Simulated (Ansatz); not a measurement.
O2Zr, singlet, geometry from GFN2-xTB (such geometries of metal compounds can be far from the true shape) (core potentials on Zr). Base run: PBE0/def2-SVP (Ansatz, a quantum-chemistry and plane-wave program).

Ansatz was given this input:
Ansatz 0.2 input:
```yaml
crystal:
  periodic: [false, false, false]
  atoms:
    - {symbol: Zr, position_ang: [-0.14735518, -0.16294999, -0.21094306]}
    - {symbol: O, position_ang: [1.44787434, 0.60647650, -0.38052480]}
    - {symbol: O, position_ang: [-0.71109845, 0.20827346, 1.43524010]}
basis:
  gaussian:
    orbitals: def2-SVP
hamiltonian:
  xc: pbe0
```

Each row names what was changed in the base input (with any setting that the change needs).

| change | basis functions | E (Eh) |
|---|---|---|
| base | 59 | -197.24339 |
| basis = cc-pVTZ-DK; relativity = spin-free X2C | 137 | -3748.53936 |
| basis = ANO-RCC-VDZP; relativity = spin-free X2C; nucleus = Gaussian | 71 | -3748.48755 |
| basis = ANO-RCC-VDZP; relativity = none | 71 | -3644.52572 |
| basis = ANO-RCC-VDZP; relativity = spin-free X2C | 71 | -3748.53190 |
| basis = x2c-TZVPall; relativity = spin-free X2C; nucleus = Gaussian | 125 | -3748.57509 |
| basis = x2c-TZVPall; relativity = spin-free X2C | 125 | -3748.61260 |
| basis = cc-pVTZ-DK; relativity = none | 137 | -3643.77181 |
| basis = x2c-TZVPall; relativity = none | 125 | -3657.46604 |
| basis = cc-pVTZ-DK; relativity = spin-free X2C; nucleus = Gaussian | 137 | -3748.49105 |

Totals shift with the method and basis; they matter in differences.

Ansatz warned in this series: the basis is contracted for relativity, which the run leaves out.

Basis sets contracted for a relativistic Hamiltonian are a mismatch without it, so the rows without relativity aren't non-relativistic limits. No row has spin-orbit coupling; sets with core potentials leave out the core electrons.
